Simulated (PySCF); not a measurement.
Method: TPSSh-D3(BJ)/def2-TZVP // PBE-D3(BJ)/def2-SVP (PySCF 2.14.0). Isolated molecules, 0 K electronic values unless said otherwise. One relaxed conformer stands for a flexible species; it need not be the lowest. 

Reference species: [Hf(F)3(OH)] (neutral, multiplicity 1).

| Quantity | Value |
|---|---|
| charge on the central atom (Mulliken) | 1.69 e |
| mean distance from the central atom to its bonded neighbours | 1.922 Å |
| coordination number | 4 |

Changed species: [Hf(F)3(Cl)] (Y = Cl; the reference has Y = OH).

Question: What does the change do to the charge on the central atom (Mulliken), mean distance from the central atom to its bonded neighbours and coordination number?

Answer: the charge on the central atom (Mulliken) decreases by 0.09 e, to 1.60 e; the mean distance from the central atom to its bonded neighbours goes up by 0.100 Å, to 2.022 Å; the coordination number hardly moves.
